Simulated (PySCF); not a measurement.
Vertical excitations of a molecule C3H6F2Si from TDDFT-PBE/def2-SVPD (PySCF), as energy in eV (oscillator strength): 5.91 (0.001), 6.29 (0.312), 6.40 (0.000), 6.78 (0.002), 7.03 (0.113), 7.11 (0.001), 7.30 (0.004), 7.51 (0.016), 7.57 (0.002), 7.64 (0.001). Lowest triplet (TDA): 4.21 eV. Coordinates come from a PBE0-D3(BJ)/def2-SVP optimisation. The values are those of a single conformer.

Q: Identify the compound among the candidates.
A) C/C(F)=C/[SiH2]F
B) C=C(F)[Si@H](C)F
C) C=C[SiH2]C(F)F
D) C[SiH2]/C(F)=C/F

A: A, C/C(F)=C/[SiH2]F
